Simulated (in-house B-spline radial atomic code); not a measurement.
Computed with a B-spline radial atomic code. Model: two electrons, singlet ground state, non-relativistic, full CI in B-splines with partial waves to l = 8 (at full coupling up to 3e-4 hartree above the limit, correlation up to 0.6 % small), density held at that of full coupling by Lieb maximisation.

Along the adiabatic connection the electron repulsion is scaled by a coupling λ while a local potential keeps the density fixed. At λ = 0 the system is the Kohn-Sham one and W equals the exchange energy; the exchange-correlation energy is the area under W between 0 and 1. The kinetic energy rises with λ as the electrons avoid each other, with dT/dλ = −λ dW/dλ.

Command:
```bash
python run_ac.py task.json out
```
Settings (lengths in bohr, energies in hartree):
```
potential              coulomb
strength               2.2
lmax                   8
```

Run time, properties included: 9.7 s on 1 thread of Intel(R) Xeon(R) Processor @ 2.30GHz (shared host).

**W = mean repulsion less Hartree energy, and W of three functionals.**

Given: confinement point charge; nuclear charge 2.2; external potential -Z/r.

Computed: PBE exchange minus exact 14.367 millihartree; SCAN exchange minus exact -5.0086 millihartree.

```csv
coupling,W xc (hartree),W xc minus exchange (millihartree),kinetic minus Kohn-Sham (millihartree),LDA (PW92) W minus its exchange (millihartree),PBE W minus its exchange (millihartree),SCAN W minus its exchange (millihartree)
0,-1.15,0,0,0,0,0
0.02,?,?,?,?,?,?
0.05,-1.1547,-4.749,0.12,-24.89,-4.49,-4.49
0.12,-1.1612,-11.242,0.67,-47.78,-10.82,-10.52
0.25,-1.1728,-22.836,2.81,-79.9,-22.44,-21.12
0.4,-1.1855,-35.515,6.92,-109.02,-35.38,-32.56
0.6,-1.2013,-51.349,14.82,-140.65,-51.74,-46.72
0.8,-1.2161,-66.072,25.11,-167.1,-67.07,-59.82
1,-1.2298,-79.792,37.44,-190,-81.44,-72.01
1.4,-1.2546,-104.59,67.09,-228.45,-107.59,-94.08
2,-1.2863,-136.3,120.69,-274.04,-141.38,-122.57
3,-1.3281,-178.14,224.31,-330.89,-186.9,-161
4.5,-1.3736,-223.62,392.82,-391.25,-238.36,-204.37
7,?,?,?,?,?,?
10,-1.4603,-310.32,984.35,-511.11,-346.76,-292.72
```

Q: What belongs in the row 0.02?

A: W xc (hartree): -1.1519; W xc minus exchange (millihartree): -1.911; kinetic minus Kohn-Sham (millihartree): 0.02; LDA (PW92) W minus its exchange (millihartree): -12.13; PBE W minus its exchange (millihartree): -1.78; SCAN W minus its exchange (millihartree): -1.82.

Q: What belongs in the row 7?

A: W xc (hartree): -1.4231; W xc minus exchange (millihartree): -273.15; kinetic minus Kohn-Sham (millihartree): 672.57; LDA (PW92) W minus its exchange (millihartree): -458.2; PBE W minus its exchange (millihartree): -298.12; SCAN W minus its exchange (millihartree): -253.97.

Q: What is the LDA exchange minus exact?

A: 159.22 millihartree.

**Energy parts, natural occupations and partial-wave weights.**

Computed: exchange energy -1.15 hartree; correlation energy -0.042354 hartree; kinetic part of the DFT correlation energy 0.037438 hartree; initial slope twice GL2 -0.095941 hartree; kinetic part over minus potential part 0.46919; Hartree energy 2.3 hartree; Lieb Oxford ratio E_xc over LDA exchange 1.2035.

```tsv
natural	occupation of the shell (electrons)
s	1.9871
p	?
s	0.0058799
d	0.00027661
p	0.0002085
s	0.00010216
```

Q: What belongs in the row p?

A: occupation of the shell (electrons): 0.0063316.

```csv
wave,weight
s,0.99654
p,?
d,0.00015474
f,2.1321e-05
g,4.9026e-06
```

Q: What belongs in the row p?

A: weight: 0.00328.

Q: What is the total energy?

A: -3.6189 hartree.

Q: What is the Kohn-Sham kinetic?

A: 3.5812 hartree.

Half-way to full coupling W has made 54 % of its drop, against 50 % for a straight line, and second-order (GL2) theory, half the initial slope, overshoots the correlation energy by about 13 %: a moderate bend, as in light atoms. Over couplings 0 to 1 the errors in E_xc come to about +84 millihartree for LDA, +14 millihartree for PBE, -1.2 millihartree for SCAN, so SCAN is nearest. In LDA and PBE and SCAN the errors of exchange and correlation have opposite signs, so the sum is smaller than the larger of the two.
